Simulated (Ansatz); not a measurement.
Consider the ligand exchange at the In–Cl bond: `[F][In]([Cl])[Cl]` + H–F → `[F][In]([F])[Cl]` + HCl.

Calculated with Ansatz (gas phase, PBE0-D4/def2-TZVP geometries, no zero-point term in ΔE). CCSD(T)/CBS is the MP2 limit (def2-TZVPP, def2-QZVPP) plus CCSD(T) − MP2 in def2-TZVPP, frozen cores. This one scheme is used for every species. DFT in def2-TZVPP. Elements past krypton have def2 core potentials. For In outer-core shells are correlated without core-valence functions, which leaves a few kJ/mol of doubt a bond.

CCSD(T)/CBS gives +65.7 kJ/mol.

**Question.** Another level gave +54.7 kJ/mol. Which?
A. revPBE/def2-TZVPP
B. MP2/def2-TZVPP
C. B2PLYP/def2-TZVPP
D. CCSD(T)/def2-TZVPP

**Answer.** A. revPBE 54.7, B2PLYP 59.6, MP2/def2-TZVPP 69.2, CCSD(T)/def2-TZVPP 64.3 kJ/mol.

Largest T1 diagnostic among the species: 0.016.

From BLYP to BHLYP (50 % exact exchange), in def2-TZVPP and without D4, ΔE moves by +15.3 kJ/mol. Leaving LDA and LC-ωPBE aside and taking each functional with its dispersion term where it has one, the values, not all of them listed here, spread over 17.1 kJ/mol, from BLYP-D4 to PBE-QIDH. LDA lies +6.9 kJ/mol from PBE without D4.
